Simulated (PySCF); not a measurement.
Constitutional and geometric isomers with formula CH3BSi. All species are isolated molecules in the gas phase. Strings in code marks are SMILES.

Method: B3LYP-D3(BJ)/def2-TZVP (PySCF). All candidates: neutral, multiplicity 1. B3LYP has the VWN-RPA correlation part, as in Gaussian. Delta-SCF ions had no search for a lower state. Excitations are Tamm–Dancoff values on a coarser integration grid. The basis has no diffuse functions, so Rydberg states are missing or too high.

| Quantity | Value |
|---|---|
| dipole moment | 1.28 D |
| vertical ionisation energy (Delta-SCF) | 9.36 eV |
| S1 excitation (TDA) | 2.83 eV |

### Question
Identify which member has these values.
A) `B1C=[SiH]1`
B) `B=C=[SiH2]`
C) `B1=C[SiH2]1`

### Answer
C, `B1=C[SiH2]1`. The others give `B1C=[SiH]1`: 1.36 D, 9.35 eV, 3.92 eV; `B=C=[SiH2]`: 1.56 D, 8.64 eV, 2.30 eV
